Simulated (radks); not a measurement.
Results of a calculation; reference values are marked as such.
Correlation energies from several functionals, in hartree. Species: B3+ [He]; Eu2+ [Xe] 4f7. Code: a radial shooting solver on a logarithmic mesh with Libxc functionals. Model: non-relativistic Kohn-Sham, LDA (Slater exchange, Perdew-Wang correlation), spin-polarised, spherical densities, point nucleus. Every spin shell is full or empty, so the densities are truly spherical. Functionals are evaluated on that one density, not self-consistently.

functional        B3+     Eu2+
PW92         -0.16219  -6.1121
VWN5         -0.16307  -6.1384
Chachiyo     -0.15905  -6.0301
PBE         -0.046404  -3.4892
OP (B88)    -0.069128  -3.1283
TPSS        -0.047399  -3.4902
SCAN        -0.042292  -3.5204
B95         -0.060116  -4.3115
